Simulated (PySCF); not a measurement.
Simulated absorption spectrum

Species: C₆H₁₂S.
Geometry (GFN2-xTB, Å), atoms numbered from 1 in this order:
```
atom  x, y, z in Å
C1     3.004    0.083   -0.401
S2     2.050   -0.111    1.130
C3     0.577   -0.980    0.494
C4    -0.309   -0.098   -0.361
C5    -1.724   -0.648   -0.637
C6    -2.329    0.655   -0.092
C7    -0.932    1.117    0.349
H8     3.980    0.459   -0.111
H9     3.107   -0.883   -0.887
H10    2.517    0.798   -1.058
H11    0.918   -1.859   -0.056
H12    0.045   -1.303    1.389
H13    0.213    0.175   -1.280
H14   -1.963   -1.523   -0.036
H15   -1.942   -0.869   -1.680
H16   -2.768    1.282   -0.864
H17   -3.054    0.531    0.710
H18   -0.780    1.095    1.426
H19   -0.619    2.089   -0.026
```

Computed with PySCF, TDDFT PBE0/def2-SVPD, vertical, gas phase, core orbitals frozen in the response.

Computed states:

```
state  E (eV)       f
   S1    5.42  0.0003
   S2    5.87   0.013
   S3    6.11   0.026
   S4    6.43   0.016
   S5    6.64   0.012
   S6    7.06  0.0031
```

Broadening: Gaussians 0.25 eV wide at half height, area fixed by f = 4.319×10⁻⁹ ∫ε dν̃. The width is an assumption, not a result. The curve ends short of the highest state used, and states not computed would add to its high-energy end.

(1) Give the broadened spectrum and its maxima.

(2) Coming from long wavelengths, where does ε first pass 100 L mol⁻¹ cm⁻¹?

(3) On this curve, what absorbance would a 10⁻⁵ mol/L sample give at 193 nm over a 1 cm path?

Answers

(1) 
```csv
λ (nm),ε (L mol⁻¹ cm⁻¹)
192.0,1990
193.0,1924
194.0,1773
195.0,1579
195.9,1432
196.9,1371
197.9,1469
198.9,1731
199.8,2064
200.8,2460
201.8,2786
202.8,2962
203.7,2968
204.7,2828
205.7,2592
206.7,2335
207.6,2132
208.6,1960
209.6,1836
210.5,1739
211.5,1617
212.5,1459
213.5,1261
214.4,1060
215.4,829
216.4,614
217.4,429
218.3,297
219.3,189
220.3,116
221.3,70
222.2,46
223.2,33
224.2,28
225.2,27
226.1,29
227.1,30
228.1,31
229.1,31
230.0,30
231.0,27
232.0,24
233.0,20
233.9,16
234.9,12
235.9,9
236.9,6
237.8,5
238.8,3
239.8,2
240.7,1
241.7,1
242.7,0
243.7,0
244.6,0
245.6,0
```

Maxima: 228 nm (5.43 eV), ε about 32, made up of S1 (99%); 203 nm (6.10 eV), ε about 3000, made up of S3 (95%) (ε in L mol⁻¹ cm⁻¹; maxima over ε = 5, shares over 10%). At its high-energy end, 6.46 eV, the curve is still rising (ε about 2000, from S4 and S5).

(2) At about 221 nm (5.62 eV), 0.20 eV above S1.

(3) 193 nm is 6.424 eV, where ε is about 1900 L mol⁻¹ cm⁻¹, so A = ε c l ≈ 0.019 (Beer–Lambert, with the gas-phase spectrum and the assumed width).

One conformer stands for the species.
